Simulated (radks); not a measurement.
Values are calculated unless marked as measured or tabulated.
Question: The mean radii <r> (bohr) of the occupied orbitals of an atom or ion are listed with their occupations. Code: a radial shooting solver on a logarithmic mesh with Libxc functionals. Model: non-relativistic Kohn-Sham, PBE, spin-unpolarised, spherical densities, point nucleus.

orbital  occ.      <r>
1s          2  0.09141
2s          2   0.4462
2p          6   0.4073
3s          2    1.497
3p          4    1.713
4d          1    13.65

Name the element and its charge.

Answer: Z = 17, chlorine, charge 0: Cl in [Ne] 3s2 3p4 4d1. The 1s radius gives Z: for a bare nucleus <r> = 1.5/Z, 0.08824 bohr for Z = 17, and screening makes it slightly larger (0.09141 here). The occupations add up to 17, and the charge is Z minus that.
